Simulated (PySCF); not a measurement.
The numbers below are computed, except where a source is named.
**C3H10ClSi2**

C3H10ClSi2 is a small molecule (built as: C site whose three back bonds go to SiH3, CH2SiH3, Cl; end group CH2), neutral, doublet. The structure, one conformer, was relaxed in the gas phase by PBE0-D3(BJ)/def2-SVP. No frequency run checks that it is a minimum.

SMILES: [CH2]C([SiH3])(Cl)C[SiH3]

Coordinates in Å:
```
C1     -0.416   -0.632   -0.263
Si2    -2.061   -0.243   -1.174
C3      0.664    0.397   -0.585
Si4     2.433   -0.083   -0.073
Cl5     0.084   -2.263   -1.007
C6     -0.674   -0.815    1.167
H7     -2.556    1.090   -0.709
H8     -1.803   -0.188   -2.644
H9     -3.070   -1.292   -0.855
H10     0.683    0.612   -1.667
H11     0.398    1.344   -0.084
H12     2.434   -0.753    1.262
H13     3.240    1.173    0.024
H14     3.073   -0.974   -1.082
H15    -0.265   -0.120    1.904
H16    -1.310   -1.634    1.509
```

EPR values by unrestricted B3LYP, IGLO-III on C Cl Si, pcH-1 on H.

(1) Predict g and the largest hyperfine couplings. Where does the spin sit?

(2) How do the isotropic couplings move with BHandHLYP?

## Answers

(1) g = 2.0007, 2.0026, 2.0042. The spin sits on C6 (101 %, bonded to 1 C + 2 H) by Mulliken populations.
```csv
atom,isotope,isotropic (MHz),"dipolar, principal values (MHz)"
C6,13C,77.7,"-74.0, -73.1, 147.1"
Si2,29Si,-98.9,"-13.0, 5.6, 7.5"
H15,1H,-60.8,"-35.8, -0.2, 36.0"
H16,1H,-59.6,"-35.0, -1.0, 35.9"
Cl5,35Cl,36.5,"-18.1, -16.8, 34.9"
H8,1H,38.5,"-1.7, -0.9, 2.6"
```

(2) C6 77.7 to 106.0 MHz, Si2 -98.9 to -93.6 MHz, H15 -60.8 to -74.5 MHz, H16 -59.6 to -72.5 MHz.
